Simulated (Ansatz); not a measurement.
C3H4Zn (`C=C=[CH][ZnH]`), relaxed with RKS PBE0-D4/def2-TZVP in Ansatz 0.2.0 from a GFN2-xTB geometry. The force threshold is 0.005 eV/Å; the program also tests the step.

Charge 0, multiplicity 1.

Start:

```xyz
8

C    -0.417   -0.782    1.316
C    -0.246    0.225    0.506
C    -0.051    1.186   -0.336
Zn    0.741    0.355   -1.939
H    -1.335   -1.345    1.333
H     0.344   -1.077    2.019
H    -0.319    2.197   -0.074
H     1.282   -0.760   -2.825
```

Q: How much energy does the relaxation release, and in how many steps? (Estimate.)

A: The calculation gave: 13.04 kJ/mol, in 12 steps.

Q: Which bonds change most? (Estimate.)

A: The calculation gave: C3–Zn4 from 1.972 to 1.926 Å; Zn4–H8 from 1.523 to 1.536 Å; C3–H7 from 1.078 to 1.088 Å; C2–C3 from 1.292 to 1.299 Å.

Q: Give the relaxed structure. (Best estimate.)

A: The calculation gave: 
```xyz
8

C    -0.495   -0.764    1.504
C    -0.256    0.123    0.576
C     0.003    0.961   -0.383
Zn    0.780    0.264   -2.002
H    -1.450   -1.274    1.559
H     0.249   -1.000    2.257
H    -0.229    2.013   -0.231
H     1.400   -0.323   -3.279
```
